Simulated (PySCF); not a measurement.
Cl₄OW, charge -1, doublet, geometry from GFN2-xTB (such geometries of metal compounds can be far from the true shape) (the multiplicity is a formal guess) (core potentials on W); PBE/def2-SV(P) (PySCF).

PySCF was given this input:
```python
from pyscf import gto, scf, dft

mol = gto.Mole()
mol.atom = '''
    W     0.215629   -0.066273   -0.117964
    O     1.640829   -0.504306   -0.897651
    Cl    0.445707   -0.516322    2.168240
    Cl   -1.280555    0.772912   -1.711518
    Cl   -1.237816   -1.898658   -0.080165
    Cl    0.361891    2.167873    0.559359
'''
mol.basis = 'def2-sv(p)'
mol.ecp = {'W': 'def2-sv(p)'}
mol.charge = -1
mol.spin = 1
mol.verbose = 4
mol.build()

mf = dft.UKS(mol)
mf.xc = 'pbe'
mf.kernel()
```

Output, abridged:

```
PySCF version 2.14.0

[INPUT] verbose = 4
[INPUT] num. atoms = 6
[INPUT] num. electrons = 91
[INPUT] charge = -1
[INPUT] spin (= nelec alpha-beta = 2S) = 1
[INPUT] symmetry False subgroup None
[INPUT] Mole.unit = angstrom
[INPUT] Symbol           X                Y                Z      unit          X                Y                Z       unit  Magmom
[INPUT]  1 W      0.215629000000  -0.066273000000  -0.117964000000 AA    0.407479754514  -0.125237819453  -0.222919652558 Bohr   0.0
[INPUT]  2 O      1.640829000000  -0.504306000000  -0.897651000000 AA    3.100717427244  -0.953000222975  -1.696314545442 Bohr   0.0
[INPUT]  3 Cl     0.445707000000  -0.516322000000   2.168240000000 AA    0.842264161802  -0.975707172088   4.097379772327 Bohr   0.0
[INPUT]  4 Cl    -1.280555000000   0.772912000000  -1.711518000000 AA   -2.419898237442   1.460591998390  -3.234300277263 Bohr   0.0
[INPUT]  5 Cl    -1.237816000000  -1.898658000000  -0.080165000000 AA   -2.339133232605  -3.587943624214  -0.151489894776 Bohr   0.0
[INPUT]  6 Cl     0.361891000000   2.167873000000   0.559359000000 AA    0.683874876945   4.096686242839   1.057035315311 Bohr   0.0

nuclear repulsion = 602.323433972497
number of shells = 49
number of NR pGTOs = 218
number of NR cGTOs = 111
basis = def2-sv(p)
ecp = {'W': 'def2-sv(p)'}

******** <class 'pyscf.dft.uks.UKS'> ********
method = UKS
initial guess = minao
damping factor = 0
level_shift factor = 0
DIIS = <class 'pyscf.scf.diis.CDIIS'>
diis_start_cycle = 1
diis_space = 8
diis_damp = 0
SCF conv_tol = 1e-09
SCF conv_tol_grad = None
SCF max_cycles = 50
direct_scf = True
direct_scf_tol = 1e-13
number electrons alpha = 46  beta = 45
XC library pyscf.dft.libxc version 7.1.2
    S. Lehtola, C. Steigemann, M. J. T. Oliveira, and M. A. L. Marques,  SoftwareX 7, 1–5 (2018)
XC functionals = pbe
    J. P. Perdew, K. Burke, and M. Ernzerhof,  Phys. Rev. Lett. 77, 3865 (1996)
    J. P. Perdew, K. Burke, and M. Ernzerhof,  Phys. Rev. Lett. 78, 1396 (1997)
    J. P. Perdew, K. Burke, and M. Ernzerhof,  Phys. Rev. Lett. 77, 3865 (1996)
    J. P. Perdew, K. Burke, and M. Ernzerhof,  Phys. Rev. Lett. 78, 1396 (1997)
radial grids:
    Treutler-Ahlrichs [JCP 102, 346 (1995); DOI:10.1063/1.469408] (M4) radial grids

becke partition: Becke, JCP 88, 2547 (1988); DOI:10.1063/1.454033
pruning grids: <function nwchem_prune>
grids dens level: 3
symmetrized grids: False
atomic radii adjust function: <function treutler_atomic_radii_adjust>
small_rho_cutoff = 0
Set gradient conv threshold to 3.16228e-05
tot grids = 113912
init E= -1969.7131604635

cycle= 1 E= -1981.7392686234  delta_E=  -12  |g|= 0.827  |ddm|=  5.2
cycle= 2 E= -1976.80958167266  delta_E= 4.93  |g|= 2.94  |ddm|= 2.82
cycle= 3 E= -1981.9091935241  delta_E= -5.1  |g|= 0.495  |ddm|= 2.63
cycle= 4 E= -1982.02329153288  delta_E= -0.114  |g|= 0.141  |ddm|= 0.598
cycle= 5 E= -1982.00711639167  delta_E= 0.0162  |g|= 0.212  |ddm|= 0.38
cycle= 6 E= -1982.03409652826  delta_E= -0.027  |g|= 0.0146  |ddm|= 0.251
cycle= 7 E= -1982.03415761388  delta_E= -6.11e-05  |g|= 0.00764  |ddm|= 0.0143
cycle= 8 E= -1982.03417558398  delta_E= -1.8e-05  |g|= 0.00378  |ddm|= 0.00432
cycle= 9 E= -1982.03418085554  delta_E= -5.27e-06  |g|= 0.0017  |ddm|= 0.00223
cycle= 10 E= -1982.03418199267  delta_E= -1.14e-06  |g|= 0.000353  |ddm|= 0.00104
cycle= 11 E= -1982.03418204109  delta_E= -4.84e-08  |g|= 8.04e-05  |ddm|= 0.000331
cycle= 12 E= -1982.03418204508  delta_E= -3.99e-09  |g|= 1.24e-05  |ddm|= 0.000129
cycle= 13 E= -1982.03418204518  delta_E= -9.69e-11  |g|= 3.19e-06  |ddm|= 1.88e-05
Extra cycle  E= -1982.03418204515  delta_E= 2.96e-11  |g|= 9.67e-06  |ddm|= 1.26e-05
converged SCF energy = -1982.03418204515  <S^2> = 0.75358572  2S+1 = 2.0035825
```
